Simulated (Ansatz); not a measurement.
Calculation: Ansatz (a quantum-chemistry and plane-wave program) with frozen-core CCSD(T)/cc-pVDZ // PBE0-D3(BJ)/def2-SVP. The restricted HF reference is unstable towards unrestricted orbitals.

Ansatz 0.2 input:
```yaml
crystal:
  periodic: [false, false, false]
  atoms:
    - { symbol: B, position_ang: [-2.250636, 1.935437, 0.103883] }
    - { symbol: C, position_ang: [-0.909715, 1.160843, 0.027765] }
    - { symbol: C, position_ang: [0.233618, 1.975636, -0.088654] }
    - { symbol: C, position_ang: [1.591212, 1.678841, -0.181414] }
    - { symbol: C, position_ang: [2.236563, 0.442143, -0.186611] }
    - { symbol: O, position_ang: [3.581567, 0.511805, -0.291733] }
    - { symbol: C, position_ang: [1.63576, -0.82639, -0.095575] }
    - { symbol: C, position_ang: [0.302913, -1.166097, 0.018132] }
    - { symbol: C, position_ang: [-0.17179, -2.490428, 0.102028] }
    - { symbol: C, position_ang: [-1.560832, -2.440768, 0.205968] }
    - { symbol: C, position_ang: [-2.007963, -1.101822, 0.191993] }
    - { symbol: C, position_ang: [-0.904034, -0.256483, 0.077616] }
    - { symbol: H, position_ang: [-2.228918, 3.14407, 0.056805] }
    - { symbol: H, position_ang: [-3.318808, 1.385297, 0.208848] }
    - { symbol: H, position_ang: [0.017818, 3.047533, -0.11055] }
    - { symbol: H, position_ang: [2.275124, 2.52834, -0.263738] }
    - { symbol: H, position_ang: [3.954626, -0.376035, -0.289672] }
    - { symbol: H, position_ang: [2.329924, -1.677196, -0.118051] }
    - { symbol: H, position_ang: [0.452104, -3.383231, 0.086611] }
    - { symbol: H, position_ang: [-2.214624, -3.311343, 0.286837] }
    - { symbol: H, position_ang: [-3.043908, -0.780152, 0.259516] }
basis:
  gaussian: { orbitals: cc-pVDZ }
correlation:
  method: ccsd_t
```

Output:

```
Functional definition: HF
1970 factors; integrals over basis functions are off by at most 1.3e-3 eV
mean field evaluation 1: about -13147.8604 eV, gradient 4.5e1 eV
mean field evaluation 2: about -13148.4338 eV, gradient 4.5e1 eV
mean field evaluation 4: about -13154.4535 eV, gradient 8.7e0 eV
mean field evaluation 8: about -13154.6792 eV, gradient 4.0e-1 eV
mean field evaluation 16: about -13147.8600 eV, gradient 4.5e1 eV
mean field -13154.68059834 eV, -483.4255954261 hartree, gradient 1.5e-6 eV, S^2 0.000000; 0 other end points of the search recorded, 0 dependent functions left out; unrestricted orbitals would lower it
12 core orbitals not correlated
reference -13154.68059834 eV, -483.4255954261 hartree; 29, 29 occupied and 172, 172 virtual orbitals, 1970 factors
second order -42.82017461 eV of doubles, -0.00000000 eV of singles
cycle   1  -42.61740615 eV  change    2.0e-1 eV  update   1.9e-1
cycle   2  -43.88134687 eV  change    -1.3e0 eV  update   7.2e-2
cycle   3  -44.24896146 eV  change   -3.7e-1 eV  update   3.4e-2
cycle   4  -44.28201189 eV  change   -3.3e-2 eV  update   1.2e-2
cycle   5  -44.27393478 eV  change    8.1e-3 eV  update   7.0e-3
cycle   6  -44.27592867 eV  change   -2.0e-3 eV  update   3.0e-3
cycle   7  -44.27562592 eV  change    3.0e-4 eV  update   1.4e-3
cycle   8  -44.27507722 eV  change    5.5e-4 eV  update   6.8e-4
cycle   9  -44.27512624 eV  change   -4.9e-5 eV  update   3.0e-4
cycle  10  -44.27537233 eV  change   -2.5e-4 eV  update   1.7e-4
cycle  11  -44.27510377 eV  change    2.7e-4 eV  update   1.1e-4
cycle  12  -44.27519490 eV  change   -9.1e-5 eV  update   8.3e-5
cycle  13  -44.27514203 eV  change    5.3e-5 eV  update   4.6e-5
perturbative correction -2.10239269 eV, -0.0772615065 hartree
Total energy: -13201.05813307 eV, -485.1299383916 hartree
```

Cost: roughly 11 core-minutes.
